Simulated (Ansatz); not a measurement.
Species: SiCl$_{2}$, net charge -1, doublet state. 
Geometry from a B3LYP-D3(BJ)/def2-TZVP (Ansatz, a program for electronic structure) optimisation:
```
Si
Cl 1 2.2479
Cl 1 2.2479 2 99.20
```
Charge -1, spin multiplicity 2.

Basis-set convergence of Hartree-Fock and MP2 correlation energies (hartree) with Ansatz. Cores are frozen in the correlated levels unless marked. Open shells are spin-unrestricted. No spin-orbit coupling. Non-relativistic. This anion needs diffuse functions, which these sets lack.

```tsv
basis	functions	E(HF)	E(corr, MP2)
cc-pV(D+d)Z	69	-1208.04487	-0.34541
cc-pV(T+d)Z	117	-1208.08832	-0.47434
cc-pV(Q+d)Z	192	___	___
```

### Question
Complete the blanks.

### Answer

- cc-pV(Q+d)Z, E(HF): -1208.10002
- cc-pV(Q+d)Z, E(corr, MP2): -0.52410
